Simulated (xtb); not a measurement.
1-hydroxysiletane (C3H8OSi), SMILES C1[SiH](O)CC1. All values are semi-empirical tight-binding results from xtb (GFN2-xTB unless named), good for trends rather than for accurate numbers. Coordinates come from a GFN2-xTB optimisation. One conformer was computed; it need not be the lowest.

Optimised geometry:

Bond lengths (Å): O1–Si2 1.627, O1–H6 0.953, Si2–C3 1.901, Si2–C5 1.910, Si2–H7 1.463, C3–C4 1.543, C3–H8 1.087, C3–H9 1.088, C4–C5 1.543, C4–H10 1.089, C4–H11 1.089, C5–H12 1.089, C5–H13 1.087. Bond angles (°): Si2–O1–H6 122.0, O1–Si2–C3 112.3, O1–Si2–C5 119.2, O1–Si2–H7 110.7, C3–Si2–C5 76.7, C3–Si2–H7 118.8, C5–Si2–H7 115.6, Si2–C3–C4 90.7, Si2–C3–H8 118.5, Si2–C3–H9 113.8, C4–C3–H8 113.8, C4–C3–H9 112.0, H8–C3–H9 107.5, C3–C4–C5 100.1, C3–C4–H10 110.6, C3–C4–H11 113.6, C5–C4–H10 110.7, C5–C4–H11 113.6, H10–C4–H11 108.1, Si2–C5–C4 90.3, Si2–C5–H12 114.1, Si2–C5–H13 119.2, C4–C5–H12 111.6, C4–C5–H13 113.5, H12–C5–H13 107.3.

- orbital gap: 5.34 eV
- dipole moment: 1.72 D
- zero-point energy: 65.0 kcal/mol
- G − E(el) at 298.15 K (modified RRHO): 46.2 kcal/mol
- static polarisability (D4 model): 66.1 bohr³
- solvation energy, GFN2-xTB/ALPB(water): -4.5 kcal/mol
- solvation energy, GFN2-xTB/ALPB(ch2cl2): -4.2 kcal/mol

Computed atomic charges and the Wiberg bond orders between heavy atoms:
charges (e) O1 -0.46, Si2 0.53, C3 -0.16, C4 -0.06, C5 -0.17, H6 0.30, H7 -0.08, H8 0.01, H9 0.03, H10 0.01, H11 0.02, H12 0.02, H13 0.01. Bond orders O1–Si2 1.19, Si2–C3 0.87, C3–C4 1.03, Si2–C5 0.86, C4–C5 1.03.
